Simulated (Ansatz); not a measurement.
Cost and result for the atomization energy of C$_{2}$H$_{7}$F$_{2}$NSi$_{2}$ (`C=C[SiH](F)N[SiH2]F`) (14 atoms, 13 bonds).

```xyz
14

C    -2.371    0.513    0.289
C    -1.373   -0.356    0.429
Si    0.208    0.076    1.276
F     0.105    1.614    1.712
N     1.530   -0.183    0.211
Si    1.535   -0.200   -1.501
F     1.180   -1.653   -2.075
H    -3.299    0.251   -0.212
H    -2.298    1.528    0.668
H    -1.497   -1.361    0.028
H     0.466   -0.683    2.521
H     2.417   -0.383    0.652
H     0.498    0.717   -2.015
H     2.897    0.120   -1.983
```

The species carries charge 0 and has multiplicity 1. The geometry is a stationary point of PBE0-D4/def2-TZVP. It is one conformer, not always the lowest. Program: Ansatz. All runs use 2 threads of an AMD EPYC 7R13 on a shared host and a share of an NVIDIA H100 80 GB. Times are those of one run each, without the atoms' runs, and a repeat can differ threefold. Electronic energies, without spin–orbit coupling; frozen cores. CCSD(T)/CBS adds CCSD(T) − MP2 in def2-TZVPP to the MP2 limit, and its time is that of the two runs behind it. T1 = 0.012. B3LYP takes the VWN-RPA correlation (the form of Gaussian; ORCA's B3LYP/G).

CCSD(T)/CBS is a level of theory with its own doubt, some kJ/mol a heavy atom from the limit and from the frozen cores, so smaller differences don't rank the functionals.

```csv
level,functions,wall time
PBE-D4/def2-TZVPP (with forces),337,3.9 s
PBE0-D4/def2-TZVPP,337,4.3 s
B2PLYP/def2-TZVPP,337,4.9 s
B3LYP-D4/def2-TZVPP (with forces),337,5.5 s
r2SCAN-D4/def2-TZVPP (with forces),337,6 s
MP2/def2-QZVPP,635,7 s
ωB97X-V/def2-TZVPP,337,9.5 s
ωB97M-V/def2-TZVPP (with forces),337,9.5 s
CCSD(T)/def2-TZVPP,337,11 s
CCSD(T)/CBS(def2),–,18 s
```

(1) What atomization energy does each give, and how far from CCSD(T)/CBS? (Estimate.)

Answers

(1) Computed: 
```json
{"level": "PBE-D4/def2-TZVPP (with forces)", "atomization (kJ/mol)": "5578.5", "difference from CCSD(T)/CBS": "43.8", "per bond": "3.4"}
{"level": "PBE0-D4/def2-TZVPP", "atomization (kJ/mol)": "5487.5", "difference from CCSD(T)/CBS": "-47.2", "per bond": "-3.6"}
{"level": "B2PLYP/def2-TZVPP", "atomization (kJ/mol)": "5463.9", "difference from CCSD(T)/CBS": "-70.8", "per bond": "-5.4"}
{"level": "B3LYP-D4/def2-TZVPP (with forces)", "atomization (kJ/mol)": "5514.2", "difference from CCSD(T)/CBS": "-20.5", "per bond": "-1.6"}
{"level": "r2SCAN-D4/def2-TZVPP (with forces)", "atomization (kJ/mol)": "5514.6", "difference from CCSD(T)/CBS": "-20.1", "per bond": "-1.5"}
{"level": "MP2/def2-QZVPP", "atomization (kJ/mol)": "5581.4", "difference from CCSD(T)/CBS": "46.7", "per bond": "3.6"}
{"level": "ωB97X-V/def2-TZVPP", "atomization (kJ/mol)": "5538.9", "difference from CCSD(T)/CBS": "4.2", "per bond": "0.3"}
{"level": "ωB97M-V/def2-TZVPP (with forces)", "atomization (kJ/mol)": "5536.8", "difference from CCSD(T)/CBS": "2.1", "per bond": "0.2"}
{"level": "CCSD(T)/def2-TZVPP", "atomization (kJ/mol)": "5376.0", "difference from CCSD(T)/CBS": "-158.7", "per bond": "-12.2"}
{"level": "CCSD(T)/CBS(def2)", "atomization (kJ/mol)": "5534.7", "difference from CCSD(T)/CBS": "0.0", "per bond": "0.0"}
```

In def2-TZVPP, CCSD(T) changes the Hartree–Fock value by +1285.0 kJ/mol (the triples alone add +77.0 kJ/mol) and MP2 by +1394.2 kJ/mol; breaking electron pairs costs correlation energy, which Hartree–Fock lacks. From PBE to PBE0 (25 % exact exchange), in def2-TZVPP and without D4, the atomization energy moves by −86.0 kJ/mol: exact exchange takes away binding that semilocal exchange gives to molecules. The D4 term adds +56.3 kJ/mol with B3LYP and +30.0 kJ/mol with PBE0; it sums over pairs of atoms, weighted by their polarisabilities, and B3LYP, whose exchange is more repulsive, gets the larger term.
